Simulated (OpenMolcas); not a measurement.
Rh3+ in K2NaGaF6: curves along the breathing mode

Rh3+ with its 6 nearest fluoride ions, on the Ga site of K2NaGaF6 (a = 8.246 Å, distance in the model lattice 1.938 Å). The rest of the host is ab initio model potentials to 7.6 Å, with orthogonalisation functions on the cations behind the ligands, and point charges beyond; the distance is set by hand and nothing relaxes. Ligand basis ANO-RCC-VDZP.

- Program: OpenMolcas 26.06
- Method: SS-CASPT2, IPEA 0.25 Eh, imaginary shift 0.1 Eh (closed shells correlated: 4s 4p and the ligand valence shells)
- Basis: ANO-RCC-VDZP [6s5p3d1f]
- Scalar Hamiltonian: DKH2, point nucleus
- Active space: 6 electrons in 5 orbitals (4d)
- State averaging: 2S+1 = 5 even, 5 roots; 2S+1 = 3 even, 45 roots; 2S+1 = 1 even, 50 roots
- Spin-orbit coupling: RASSI with atomic mean-field integrals over the reference wave functions

Spin-free energies (labels of O, the rotations of Oh) in cm-1 above the lowest fitted minimum, as all ligands move together:

| R (Å) | 1A1 | 1T1 | 1T2 | 3E | 1T2(2) | 1E | 1A1(2) |
| --- | --- | --- | --- | --- | --- | --- | --- |
| 1.832 | 7980 | 39420 | 47700 | 69380 | 71790 | 72830 | 73090 |
| 1.876 | 2350 | 30710 | 38860 | 57650 | 59990 | 60980 | 61280 |
| 1.919 | 140 | 25890 | 33890 | 50300 | 52690 | 53470 | 53810 |
| 1.962 | 640 | 24110 | 31930 | 46360 | 48640 | 49380 | 49740 |
| 2.005 | 3430 | 24930 | 32480 | 45380 | 47480 | 48210 | 48590 |
| 2.048 | 8200 | 28020 | 35400 | 46930 | 48860 | 49540 | 49930 |
| 2.091 | 14670 | 33060 | 40020 | 50710 | 52390 | 53100 | 53540 |

Cubic fits give the following; the wavenumber is harmonic, with the mass of all moving ligands, small differences in it between states hang on the degree of the fit, a number in brackets counts states of one label, and the table is a selection of at most 14 states with clean curves.

```json
{"State": "1A1", "R0 (Å)": "1.932", "Breathing mode (cm-1)": "648", "Minimum (cm-1)": "0"}
{"State": "1T1", "R0 (Å)": "1.969", "Breathing mode (cm-1)": "646", "Minimum (cm-1)": "24040"}
{"State": "1T2", "R0 (Å)": "1.972", "Breathing mode (cm-1)": "637", "Minimum (cm-1)": "31810"}
{"State": "3E", "R0 (Å)": "1.998", "Breathing mode (cm-1)": "648", "Minimum (cm-1)": "45340"}
{"State": "1T2(2)", "R0 (Å)": "2.001", "Breathing mode (cm-1)": "638", "Minimum (cm-1)": "47490"}
{"State": "1E", "R0 (Å)": "2.002", "Breathing mode (cm-1)": "641", "Minimum (cm-1)": "48190"}
{"State": "1A1(2)", "R0 (Å)": "2.001", "Breathing mode (cm-1)": "642", "Minimum (cm-1)": "48560"}
{"State": "1A2", "R0 (Å)": "2.001", "Breathing mode (cm-1)": "642", "Minimum (cm-1)": "52880"}
{"State": "3A2", "R0 (Å)": "2.002", "Breathing mode (cm-1)": "641", "Minimum (cm-1)": "55750"}
{"State": "5E", "R0 (Å)": "2.029", "Breathing mode (cm-1)": "644", "Minimum (cm-1)": "54640"}
{"State": "1E(2)", "R0 (Å)": "2.001", "Breathing mode (cm-1)": "644", "Minimum (cm-1)": "60000"}
{"State": "3E(2)", "R0 (Å)": "2.030", "Breathing mode (cm-1)": "638", "Minimum (cm-1)": "66830"}
{"State": "1E(3)", "R0 (Å)": "2.021", "Breathing mode (cm-1)": "614", "Minimum (cm-1)": "70410"}
{"State": "3A1", "R0 (Å)": "2.028", "Breathing mode (cm-1)": "642", "Minimum (cm-1)": "70070"}
```

The minimum of 1T1 is shifted by +0.0361 Å against 1A1 (from the unrounded fits). With M = 114.0 u for the moving shell, the Huang-Rhys factor in this mode is S = M ω ΔR² / 2ħ = 0.01483 × 114.0 × 648 × 0.0361² = 1.43. Only the first shell moves, against a rigid host.

Roots that are degenerate in the reference are averaged as groups; the widest CASPT2 spread within a group is 290 cm-1 (the 2-fold group of multiplicity 1 near 41300 cm-1 above the lowest state of its run, R = 2.048). Shifts and gaps below about the spread of the groups concerned are not significant. Over all roots computed the reference weight is 0.71 to 0.73 in R = 1.832, 0.71 to 0.73 in R = 1.876, 0.71 to 0.73 in R = 1.919, 0.70 to 0.73 in R = 1.962, 0.70 to 0.72 in R = 2.005, 0.70 to 0.72 in R = 2.048, 0.69 to 0.72 in R = 2.091; a low but even weight reflects the number of correlated electrons. Ligand-to-metal charge-transfer states are missing. With no ligand orbital active B as a rule stays too high, so bands that hang on it stand too high and its fall with covalency is understated. With one d shell and no ligand orbital active, 10Dq can be off by a tenth or more. The least metal-like active orbital is 76 % on the metal (Löwdin) and no ligand orbital is active, so the numbers are rough (holds for R = 1.832). The least metal-like active orbital is 77 % on the metal (Löwdin) and no ligand orbital is active, so the numbers are rough (holds for R = 1.876; R = 1.919). The least metal-like active orbital is 78 % on the metal (Löwdin) and no ligand orbital is active, so the numbers are rough (holds for R = 1.962; R = 2.005). The least metal-like active orbital is 79 % on the metal (Löwdin) and no ligand orbital is active, so the numbers are rough (holds for R = 2.048; R = 2.091). No measured value stands beside these numbers.
